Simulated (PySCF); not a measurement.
Two species compared at the same levels of theory.

First species: C₄H₅S₃ (charge +1).
InChI=1S/C4H5S3/c1-5-4-6-2-3-7-4/h2-3H,1H3/q+1

Second species: C2H8SSi2.
SMILES: `SC1[SiH2]C[SiH2]1`

Levels: CAM-B3LYP/def2-SVPD for HOMO energy, LUMO energy, HOMO–LUMO gap, static isotropic polarisability and electronic spatial extent ⟨r²⟩ about the centre of nuclear charge; TDDFT CAM-B3LYP/def2-SVPD for lowest singlet excitation; TDA CAM-B3LYP/def2-SVPD for lowest triplet excitation (Tamm–Dancoff); GFN2-xTB for rotational constant A and rotational constant C. Geometries: GFN2-xTB. All species are isolated and taken at one optimised geometry, non-relativistic unless stated. Electronic properties by PySCF.

Dipoles, sizes and rotational constants follow the conformer. The torsions of the flexible species, by atom-mapped SMILES:
- `[CH3:1][S:2][c+:3]1[s:4][cH:5][cH:6][s:7]1`: C1–S2–C3–S4 -179°
- `[SH:1][CH:2]1[SiH2:3][CH2:4][SiH2:5]1`: H–S1–C2–Si3 -55°

Question: Which has the higher HOMO–LUMO gap?

Answer: The second: 8.04 eV against 6.63 eV, a difference of 1.41 eV.

Question: Which has the higher T1 energy?

Answer: The second: 4.59 eV against 2.60 eV, a difference of 1.99 eV.

Question: Which of the two has the higher rotational constant C, and by how much?

Answer: The second: 1.330 GHz against 0.889 GHz, a difference of 0.441 GHz.

Question: Which has the higher S1 energy?

Answer: The second: 4.95 eV against 3.97 eV, a difference of 0.98 eV.

Question: Which has the higher LUMO energy?

Answer: The second: 0.46 eV against -6.16 eV, a difference of 6.62 eV.

Question: Which of the two has the higher ⟨r²⟩, and by how much?

Answer: The first: 1222 bohr² against 928 bohr², a difference of 294 bohr².

Question: Which of the two has the higher static isotropic polarisability, and by how much?

Answer: The first: 98.0 au against 95.6 au, a difference of 2.4 au.

Question: Which has the higher rotational constant A?

Answer: The second: 3.408 GHz against 2.854 GHz, a difference of 0.554 GHz.

On the first: The principal polarisabilities are 58.7, 98.2 and 137.2 au; their mean is the isotropic value. The 8 singlets span 3.97 to 6.49 eV, and their oscillator strengths add up to 0.43.

On the second: The 8 singlets span 4.95 to 6.91 eV, and their oscillator strengths add up to 0.07. No computed singlet falls in the visible range (750 to 380 nm, 1.65 to 3.26 eV); S1 lies 1.69 eV above its blue end.
